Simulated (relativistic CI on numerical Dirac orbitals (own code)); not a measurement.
**Sc I: calculation against measurement**

Computed by Dirac-Coulomb-Breit CI, separate exchange-only KLI orbitals for each configuration, model QED (radiative potential, 1s self-energy scaled to tabulated hydrogen-like ionisation energies), valence Slater integrals scaled by 0.85, P86 correlation estimate, and configurations built on the next ion tied to the tabulated ionisation energy (semi-empirical) (own radial code, finite nucleus).

Configurations in the expansion (outside the closed core [Ar]): 3d.4s2, 3d2.4s, 3d.4s.4p, 4s2.4p, 3d2.4p, 3d.4s.4d, 3d.4s.5s, 3d.4s.5p, 3d.4s.5d, 3d.4s.6s, 3d.4s.4f, 3d.4s.5f, 3d3, 3d.4p2, 4s2.5p, 4s2.6s, 4s2.5d, 3d2.4d, 4s2.6p, 4s.4p2, 4s2.5g, 3d2.4f, 4s2.5f, 4s2.6d. Levels of other configurations are missing.

| Configuration | Term (tabulated) | J | Measured (cm⁻¹) | Computed | Error | Purity (%) |
| --- | --- | --- | --- | --- | --- | --- |
| 3d.4s2 | 2D | 3/2 | 0.0 | 0 | 0 | 92 |
| 3d.4s2 | 2D | 5/2 | 168.3 | 147 | -21 | 92 |
| 3d2.4s | 4F | 3/2 | 11520.0 | 13565 | 2045 | 97 |
| 3d2.4s | 4F | 5/2 | 11557.7 | 13584 | 2027 | 97 |
| 3d2.4s | 4F | 7/2 | 11610.3 | 13612 | 2002 | 97 |
| 3d2.4s | 4F | 9/2 | 11677.4 | 13647 | 1970 | 97 |
| 3d2.4s | 2F | 5/2 | 14926.1 | 17838 | 2912 | 89 |
| 3d2.4s | 2F | 7/2 | 15041.9 | 17910 | 2868 | 89 |
| 3d.4s.4p | 4F° | 3/2 | 15672.6 | 14533 | -1139 | 98 |
| 3d.4s.4p | 4F° | 5/2 | 15756.6 | 14603 | -1154 | 98 |
| 3d.4s.4p | 4F° | 7/2 | 15881.8 | 14701 | -1181 | 98 |
| 3d.4s.4p | 4D° | 1/2 | 16009.8 | 15004 | -1006 | 97 |
| 3d.4s.4p | 4D° | 3/2 | 16021.8 | 15038 | -984 | 97 |
| 3d.4s.4p | 2D° | 5/2 | 16022.7 | 15796 | -227 | 94 |
| 3d.4s.4p | 4F° | 9/2 | 16026.6 | 14826 | -1200 | 98 |
| 3d.4s.4p | 2D° | 3/2 | 16096.9 | 15810 | -287 | 94 |
| 3d.4s.4p | 4D° | 5/2 | 16141.1 | 15094 | -1047 | 96 |
| 3d.4s.4p | 4D° | 7/2 | 16210.9 | 15176 | -1035 | 97 |
| 3d.4s.4p | 4P° | 1/2 | 18504.1 | 17072 | -1432 | 98 |
| 3d.4s.4p | 4P° | 3/2 | 18515.7 | 17087 | -1429 | 98 |
| 3d.4s.4p | 4P° | 5/2 | 18571.4 | 17120 | -1451 | 98 |
| 3d.4s.4p | 2F° | 5/2 | 21032.8 | 20874 | -159 | 94 |
| 3d.4s.4p | 2F° | 7/2 | 21085.8 | 20915 | -171 | 94 |
| 3d.4s.4p | 2D° | 3/2 | 24866.2 | 25124 | 258 | 62 |
| 3d.4s.4p | 2D° | 5/2 | 25014.2 | 25253 | 239 | 62 |
| 3d.4s.4p | 2F° | 5/2 | 25584.6 | 26297 | 712 | 62 |
| 3d.4s.4p | 2F° | 7/2 | 25724.7 | 26414 | 689 | 61 |
| 3d2.4p | 4G° | 5/2 | 29022.8 | 29830 | 807 | 100 |
| 3d2.4p | 4G° | 7/2 | 29096.2 | 29887 | 791 | 100 |
| 3d2.4p | 4G° | 9/2 | 29189.8 | 29961 | 772 | 100 |
| 3d2.4p | 4G° | 11/2 | 29303.5 | 30051 | 748 | 100 |
| 3d.4s.4p | 2P° | 1/2 | 30573.2 | 24867 | -5706 | 75 |

Measured levels from NIST Handbook of Basic Atomic Spectroscopic Data (Sansonetti and Martin, J. Phys. Chem. Ref. Data 34, 1559 (2005)); pairs were made by configuration, J and term (by order where the table uses no LS term), so strongly mixed levels may be paired wrongly.

Mean error by configuration (cm⁻¹): 3d.4s2 -21; 3d2.4s 2304; 3d.4s.4p -885; 3d2.4p 779. Over the excited levels the mean absolute error is 1241 cm⁻¹ (31 of the 36 excited levels that our extract of the source holds in range could be paired, and the others can miss by more), and the median relative error of those above 1,000 cm⁻¹ is 6.4 %.

Transition probabilities of persistent lines. The last column rescales the computed rate by the cube of measured over computed energy:

```csv
λ measured (Å),Lower,Upper,A tabulated (s⁻¹),A computed,A rescaled
3269.90 air,3d.4s2 2D_3/2,3d.4s.4p 2P°_1/2,3.13e+08,5.87e+07,1.09e+08
3907.48 air,3d.4s2 2D_3/2,3d.4s.4p 2F°_5/2,1.66e+08,1.93e+08,1.77e+08
3911.81 air,3d.4s2 2D_5/2,3d.4s.4p 2F°_7/2,1.79e+08,2.07e+08,1.91e+08
3933.38 air,3d.4s2 2D_5/2,3d.4s.4p 2F°_5/2,1.62e+07,1.52e+07,1.40e+07
3996.60 air,3d.4s2 2D_3/2,3d.4s.4p 2D°_5/2,1.65e+07,1.56e+07,1.52e+07
4020.39 air,3d.4s2 2D_3/2,3d.4s.4p 2D°_3/2,1.63e+08,1.87e+08,1.81e+08
4023.68 air,3d.4s2 2D_5/2,3d.4s.4p 2D°_5/2,1.65e+08,1.89e+08,1.83e+08
```
